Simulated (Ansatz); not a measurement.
Total energies of Cl₃GeH₃Si (`[SiH3][Ge]([Cl])([Cl])[Cl]`).

```xyz
8

Si   -0.3831   -1.1618    0.5098
Ge    0.3047    0.9270   -0.4075
Cl    2.3451    0.8759   -1.0614
Cl   -0.8819    1.4873   -2.1018
Cl    0.1448    2.5161    1.0217
H     0.4996   -1.4460    1.6653
H    -0.2322   -2.1819   -0.5540
H    -1.7970   -1.0166    0.9279
```

Total charge 0; spin multiplicity 1. Correlated methods include outer-core shells of Ge, which these sets cover unevenly. Scalar relativity is left out up to krypton. The structure was optimised at the PBE0-D4/def2-TZVP level. Basis def2-TZVPP, Ansatz.

RPA on PBE orbitals: Hartree–Fock energy of these orbitals -3744.65968 Eh, correlation -1.54706 Eh (frozen core).

```tsv
functional	energy without D4 (Eh)	D4 term (kJ/mol)
LDA (SPW92)	-3740.29559	–
revPBE	-3748.61294	-67.7
BLYP	-3749.12589	-61.6
r2SCAN	-3748.96799	-6.9
B97M-V	-3748.27467	–
B3LYP	-3749.20086	-48.5
r2SCANh	-3748.95447	-7.7
BHLYP	-3749.07154	-44.2
CAM-B3LYP	-3749.25562	-27.2
LC-ωPBE	-3748.34783	–
ωB97X-V	-3748.65292	–
ωB97M-V	-3748.88404	–
B2PLYP	-3748.21203	–
PBE-QIDH	-3747.59497	–
```

(1) Give the same for PBE, PBE0, r2SCAN0, HSE06 (plane-wave form). (An estimate is asked.)

B3LYP takes the VWN-RPA correlation (the form of Gaussian; ORCA's B3LYP/G). HSE06 is the plane-wave form, built on full-range PBE exchange. The double hybrids freeze the cores in their second-order part.

## Answers

(1) Computed: 
```tsv
functional	energy without D4 (Eh)	D4 term (kJ/mol)
PBE	-3748.05832	-29.5
PBE0	-3748.25465	-25.7
r2SCAN0	-3748.93588	-8.7
HSE06 (plane-wave form)	-3748.22568	-24.6
```

LC-ωPBE has ω = 0.4 bohr⁻¹.
